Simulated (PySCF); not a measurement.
# Dipole response of Co (cobalt, neutral)

[Ar] 3d9, 2D determinant (an excited configuration). Computed with PySCF 2.14 in aug-cc-pVTZ, with no relativity, point nucleus. Coupled (time-dependent) response in atomic units; α is the mean over directions.

```json
{"method": "UHF", "mean α (bohr³)": "26.02", "α xx, yy, zz": "19.22, 19.22, 39.62", "C₆ (like pair)": "81.99", "S(−4)": "3657"}
{"method": "PBE", "mean α (bohr³)": "79.00", "α xx, yy, zz": "59.91, 59.91, 117.2", "C₆ (like pair)": "223.6", "S(−4)": "139800"}
```

S(−4) is the Cauchy moment in α(ω) = α(0) + S(−4) ω² + …

α(iu) at UHF:

| u (hartree) | α(iu) (bohr³) |
| --- | --- |
| 0 | 26.02 |
| 0.0500 | 20.62 |
| 0.100 | 14.89 |
| 0.200 | 9.161 |
| 0.300 | 6.833 |
| 0.500 | 4.932 |
| 0.750 | 3.826 |
| 1.00 | 3.096 |
| 1.50 | 2.121 |
| 2.00 | 1.528 |
| 3.00 | 0.8996 |
| 5.00 | 0.4260 |

The components differ because the open shell of this determinant is not spherical; for a pure term their mean is the scalar polarisability.
